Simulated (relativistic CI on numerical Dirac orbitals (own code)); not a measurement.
**Pt3+: 5p photoemission**

Computed with this model: Dirac-Coulomb-Breit CI, KLI orbitals optimised for each configuration, model QED (radiative potential, 1s self-energy scaled to tabulated hydrogen-like ionisation energies), valence Slater integrals scaled by 0.7, multiplet model of photoemission in the sudden approximation; configurations [Xe] 4f14 5d7 → [Kr] 4d10 4f14 5s2 5p5 5d7; 80 K; Lorentzian 2.1 eV and Gaussian 0.6 eV FWHM. Energies are those of the free ion, without screening or charge transfer. The energies are binding energies and can lie tens of eV above those of solids. S is read from ⟨S²⟩ = S(S + 1).

Field parameters in Wybourne normalisation: Oh B⁴₀ = 21Dq, B⁴₄ = √(5/14) B⁴₀; Td as Oh with Dq negative (B⁴₀ = 21Dq, B⁴₄ = √(5/14) B⁴₀). The field is a parameter set, without covalency.

free ion: ground-state S = 1.35, centroid 102.43 eV. Peaks (eV, height): 93.6 (100), 95.0 (99), 99.6 (45), 114.2 (72).

Oh, 10Dq = 44600 cm⁻¹: ground-state S = 0.55, centroid 102.64 eV. Peaks (eV, height): 95.8 (100), 113.2 (51).

Td, 10Dq = -6000 cm⁻¹: ground-state S = 1.40, centroid 102.45 eV. Peaks (eV, height): 93.8 (100), 95.0 (93), 114.0 (62).

Td, 10Dq = -12650 cm⁻¹: ground-state S = 1.43, centroid 102.49 eV. Peaks (eV, height): 94.0 (100), 101.8 (37), 113.4 (57).

Strongest unbroadened transitions for Td, 10Dq = -6000 cm⁻¹:

```tsv
Energy (eV)	Relative strength
93.53	36.7
93.57	100.0
93.61	91.4
95.03	22.1
95.17	15.2
95.30	23.3
95.31	47.3
95.45	17.4
95.47	38.3
99.78	15.2
113.07	59.8
113.72	13.9
113.76	20.4
114.10	19.4
114.64	20.9
116.30	23.2
116.41	21.6
116.48	18.9
```
